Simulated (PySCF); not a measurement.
## A PySCF run on CaHg⁺

State: ²Σ⁺ (doublet), unpaired electrons σ ↑.

An equivalent input (the run itself took its basis sets from the Basis Set Exchange, started from a PBE0 density and held the occupation σ 10α 9β, πx 4α 4β, πy 4α 4β, δx 1α 1β, δy 1α 1β):

```python
from pyscf import gto, scf, cc
mol = gto.M(atom='Ca 0 0 0; Hg 0 0 3.301', basis={'Ca': 'def2-SVP', 'Hg': 'def2-SVP'}, ecp={'Hg': 'def2-SVP'},
            charge=1, spin=1, verbose=4, symmetry='C2v')
mf = scf.UHF(mol)
mf.irrep_nelec = {'A1': (11, 10), 'A2': (1, 1), 'B1': (4, 4), 'B2': (4, 4)}
mf.conv_tol = 1e-9
mf.max_cycle = 60
mf.diis_space = 10
mf.kernel()
mycc = cc.CCSD(mf, frozen=[[0, 1, 2, 3, 4, 54, 55], [0, 1, 2, 3, 4, 54, 55]])
mycc.run(conv_tol=1e-7, conv_tol_normt=1e-5, max_cycle=80, diis_space=8)
et = mycc.ccsd_t()
```

The SCF ended at -829.03036341 hartree. The coupled-cluster part of the log:

```
******** <class 'pyscf.cc.uccsd.UCCSD'> ********
CC2 = 0
CCSD nocc = (15, 14), nmo = (49, 49)
frozen orbitals [[0, 1, 2, 3, 4, 54, 55], [0, 1, 2, 3, 4, 54, 55]]
max_cycle = 80
direct = 0
conv_tol = 1e-07
conv_tol_normt = 1e-05
diis_space = 8
diis_start_cycle = 0
diis_start_energy_diff = 1e+09
Init t2, MP2 energy = -0.473085530990637
Init E_corr(UCCSD) = -0.473085530993654
cycle = 1  E_corr(UCCSD) = -0.440940289067639  dE = 0.0321452419  norm(t1,t2) = 0.0960508
cycle = 2  E_corr(UCCSD) = -0.454991687804815  dE = -0.0140513987  norm(t1,t2) = 0.0249123
cycle = 3  E_corr(UCCSD) = -0.454136029585215  dE = 0.00085565822  norm(t1,t2) = 0.014135
cycle = 4  E_corr(UCCSD) = -0.455522177650325  dE = -0.00138614807  norm(t1,t2) = 0.00692891
cycle = 5  E_corr(UCCSD) = -0.455527157143842  dE = -4.97949352e-06  norm(t1,t2) = 0.00185265
cycle = 6  E_corr(UCCSD) = -0.455417513648142  dE = 0.000109643496  norm(t1,t2) = 0.000731108
cycle = 7  E_corr(UCCSD) = -0.45541946055361  dE = -1.94690547e-06  norm(t1,t2) = 0.000204922
cycle = 8  E_corr(UCCSD) = -0.455428544871874  dE = -9.08431826e-06  norm(t1,t2) = 9.05656e-05
cycle = 9  E_corr(UCCSD) = -0.455428222807183  dE = 3.22064691e-07  norm(t1,t2) = 3.79178e-05
cycle = 10  E_corr(UCCSD) = -0.455426817739436  dE = 1.40506775e-06  norm(t1,t2) = 1.46263e-05
cycle = 11  E_corr(UCCSD) = -0.455427145772778  dE = -3.28033341e-07  norm(t1,t2) = 5.6934e-06
cycle = 12  E_corr(UCCSD) = -0.455427144555759  dE = 1.21701915e-09  norm(t1,t2) = 1.98597e-06
UCCSD converged
E(UCCSD) = -829.4857905550829  E_corr = -0.4554271445557585
UCCSD(T) correction = -0.00808996015178306
```

T1 diagnostic 0.015, D1 0.066, 29 electrons correlated, 2 of the virtual orbitals (those above 20 hartree) left out.

Repeating this along the bond gives Re = 3.387 Å and ωe = 87.1 cm⁻¹.

A point of this curve took 11 CPU seconds beside 0.14 for the integrals, on Intel Xeon 6975P-C (shared host).

Correlated steps freeze 5 core orbitals. Spin–orbit coupling is left out. The state is the lowest determinant that a PBE0 search found; another state may lie lower at other levels.
